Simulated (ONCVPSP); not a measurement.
Tl: one change to an ONCV potential, before and after

* Element: thallium (Tl)
* Generator: ONCVPSP 4.0.1
* Type: optimised norm-conserving Vanderbilt (ONCV)
* Functional: PBEsol
* Relativity: scalar-relativistic
* Frozen core: [Xe] 4f14
* Valence charge: 13
* Reference configuration: 5d10 6s2 6p1
* Partial waves: 6s: rc 2.00 bohr, ncon 4, nbas 9, qcut 3 1/bohr, 2 projectors, debl 1.4 Ha; 6p: rc 2.20 bohr, ncon 5, nbas 8, qcut 3 1/bohr, 1 projector; 5d: rc 1.50 bohr, ncon 5, nbas 10, qcut 10.2 1/bohr, 1 projector
* Local potential: polynomial inside 1.50 bohr (lpopt 5, dvloc0 6 Ha)
* Core correction: Teter function, fcfact 1.75, rcfact 1.5

Change: d: qcut 13.2.

Cutoffs: the cutoffs (Ha) at which the residual kinetic energy of the hardest occupied pseudo-wave falls to 1 and 0.1 mHa per electron; they do not see the model core or the augmentation charge, which bear on the density cutoff. Errors are all-electron minus pseudo energies relative to the spin-unpolarised reference configuration.

Task: What does the change do?

Result: The potential gets harder (25 Ha and 49 Ha → 47 Ha and 59 Ha); the errors of the 3 common tests hardly move; neither file shows a bound ghost. The waves are optimised to have the least kinetic energy above qcut, so the cutoff follows it (qcut²/2 in Ha).

```csv
quantity,base,changed
"cutoff, loose",25 Ha,47 Ha
"cutoff, tight",49 Ha,59 Ha
loose cutoff by channel,"s 9.9 Ha, p 25 Ha, d 23 Ha","s 9.9 Ha, p 25 Ha, d 47 Ha"
bound ghosts,none,none
GHOST(+) flags under 300 eV,s at 51.4 eV,s at 51.4 eV
tests with a reliable result,3 of 4,3 of 4
"error for 5d10 6s2 6p0, meV [ΔE 5.15 eV]",-3.7,-3.7
"error for 5d10 6s1 6p0, meV [ΔE 25.99 eV]",-20,-19
"error for 5d10 6s1 6p1, meV [ΔE 13.51 eV]",-1.6,-1.4
s: phases at 2.04 bohr within 0.05 rad from the reference energy up to (Ha; the scan ends near 5),1.9,1.9
p: phases at 2.24 bohr within 0.05 rad from the reference energy up to (Ha; the scan ends near 5),0.4,0.4
d: phases at 1.52 bohr within 0.05 rad from the reference energy up to (Ha; the scan ends near 5),3.6,3.6
"rms error of d²Exc/dni dnj with the model core, mHa",1.48,1.51
```
